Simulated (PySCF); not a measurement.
ECD: SMILES C[S@+]1[SiH2]C[Si@@H]1F, [C2H8FSSi2]+, charge +1

Molfile (atoms numbered from 1):
```
C2H8FSSi2
     RDKit          3D

 14 14  0  0  0  0  0  0  0  0999 V2000
    2.1504   -0.2280   -0.1594 C   0  0  0  0  0  0  0  0  0  0  0  0
    0.8093   -0.2121    1.0714 S   0  0  0  0  0  0  0  0  0  0  0  0
   -0.8942   -1.4359    0.0902 Si  0  0  0  0  0  4  0  0  0  0  0  0
   -1.8575    0.2159   -0.1382 C   0  0  0  0  0  0  0  0  0  0  0  0
   -0.5464    1.4982    0.3807 Si  0  0  2  0  0  4  0  0  0  0  0  0
    0.2125    2.0225   -0.9214 F   0  0  0  0  0  0  0  0  0  0  0  0
    2.6049   -1.2133   -0.1325 H   0  0  0  0  0  0  0  0  0  0  0  0
    2.8773    0.5186    0.1449 H   0  0  0  0  0  0  0  0  0  0  0  0
    1.7697   -0.0034   -1.1494 H   0  0  0  0  0  0  0  0  0  0  0  0
   -1.3135   -2.3195    1.1626 H   0  0  0  0  0  0  0  0  0  0  0  0
   -0.2649   -1.9906   -1.1004 H   0  0  0  0  0  0  0  0  0  0  0  0
   -2.2200    0.3794   -1.1554 H   0  0  0  0  0  0  0  0  0  0  0  0
   -2.7465    0.2503    0.4929 H   0  0  0  0  0  0  0  0  0  0  0  0
   -0.5817    2.5174    1.3919 H   0  0  0  0  0  0  0  0  0  0  0  0
  2  1  1  6
  2  3  1  0
  3  4  1  0
  4  5  1  0
  5  6  1  0
  5  2  1  0
  1  7  1  0
  1  8  1  0
  1  9  1  0
  3 10  1  0
  3 11  1  0
  4 12  1  0
  4 13  1  0
  5 14  1  1
M  CHG  1   2   1
M  END
```

Computed with TDDFT CAM-B3LYP/def2-SVPD circular dichroism and optical rotation, one conformer, gas phase in PySCF 2.14.0. Geometry: GFN2-xTB.

Problem. Assign R or S to each stereocentre.

Solution. S2 R, Si5 R.

Problem. List the lowest 12 singlet excitations with oscillator and rotatory strengths.

Solution. Rotatory strengths R in 10⁻⁴⁰ esu² cm², velocity form and length form (origin at the centre of mass); f in length form.
```csv
state,E (eV),λ (nm),f,R (velocity),R (length),main
1,6.26,198,0.007,-14.3,-12.1,"HOMO→LUMO 0.55, HOMO→LUMO+1 0.39"
2,6.67,186,0.012,+10.5,+9.1,"HOMO→LUMO+1 0.51, HOMO→LUMO 0.34"
3,6.91,179,0.015,+3.5,+4.0,"HOMO−1→LUMO 0.72, HOMO→LUMO+2 0.11"
4,7.01,177,0.004,-24.9,-24.0,"HOMO→LUMO+2 0.64, HOMO−1→LUMO 0.16"
5,7.21,172,0.002,+0.9,+0.6,"HOMO−1→LUMO+1 0.82, HOMO→LUMO+2 0.08"
6,7.57,164,0.021,+4.4,+3.9,"HOMO−2→LUMO+1 0.55, HOMO−2→LUMO 0.27"
7,7.85,158,0.059,+52.6,+51.7,"HOMO−2→LUMO 0.30, HOMO−3→LUMO 0.27"
8,7.97,156,0.010,-53.2,-51.9,"HOMO−3→LUMO 0.47, HOMO−1→LUMO+2 0.26"
9,8.08,154,0.106,-26.1,-24.8,"HOMO−1→LUMO+2 0.42, HOMO−2→LUMO 0.24"
10,8.36,148,0.0009,+1.8,+0.8,"HOMO→LUMO+3 0.76, HOMO−2→LUMO+2 0.13"
11,8.53,145,0.098,+85.1,+82.9,HOMO−2→LUMO+2 0.57
12,8.75,142,0.096,-28.4,-29.5,"HOMO→LUMO+4 0.40, HOMO−4→LUMO 0.34"
```

Among the states computed, the strongest CD band (largest |R|) is state 11. The largest dissymmetry factor in size, g = 4R/(D+G), with D and G the electric and magnetic dipole strengths, is -0.064 for state 8 (velocity form, f = 0.010), among bands with |R| over 0.5. The mirror image has the same energies and oscillator strengths and all R with the opposite sign.
